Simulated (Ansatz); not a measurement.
`C=CC[SiH](F)F` + NH₃ → `N[SiH](F)F` + propene at 700 K and 1 bar (ligand exchange at the Si–C bond).

Isolated molecules relaxed with PBE0-D4/def2-TZVP in Ansatz; ΔE leaves out vibrations. CCSD(T)/CBS is the MP2 limit (def2-TZVPP, def2-QZVPP) plus CCSD(T) − MP2 in def2-TZVPP, frozen cores. This one scheme is used for every species. One conformer a species, not always the lowest.

```
        species  CCSD(T)/CBS energy (Eh)  H − E (kJ/mol)  S (J/(mol·K))
`C=CC[SiH](F)F`               -606.56052           309.9          491.2
            NH₃                -56.50880           116.9          226.5
   `N[SiH](F)F`               -545.34917           165.4          392.7
         `C=CC`               -117.74610           260.0          340.6
```

H − E and S are ideal-gas, rigid-rotor, harmonic terms from PBE0-D4/def2-TZVP, for one conformer and one mirror image of each species. 1 Eh = 2625.50 kJ/mol, R = 8.31446 J/(mol·K).

Q: By hand: ΔE, ΔH, ΔS and ΔG.

A: ΔE = (-545.34917) + (-117.74610) − (-606.56052) − (-56.50880) = -0.02595 Eh = -68.1 kJ/mol. Δ(H − E) = 165.4 + 260.0 − 309.9 − 116.9 = -1.4, so ΔH = -69.5 kJ/mol. ΔS = 392.7 + 340.6 − 491.2 − 226.5 = 15.6 J/(mol·K). ΔG = -69.5 − 700 × (15.6)/1000 = -80.4 kJ/mol.

Q: By hand: the equilibrium constant, and the temperature at which ΔG would vanish if ΔH and ΔS stayed fixed.

A: log₁₀ K = −ΔG/(RT ln 10) = 6.0. ΔH and −TΔS have one sign here, so there is no such temperature.

ΔH outweighs TΔS. A doubt of 5 kJ/mol in ΔE shifts log₁₀ K by 0.4 here. Other conformers and mirror images would add mixing entropy, several J/(mol·K) or more a flexible species. Modes under 60 cm⁻¹, often nearly free rotors, make the harmonic entropy too high. These are equilibria of isolated gas molecules and say nothing of rates. Largest T1 diagnostic: 0.011 (customary marks: 0.02 for closed shells, 0.045 for open ones).
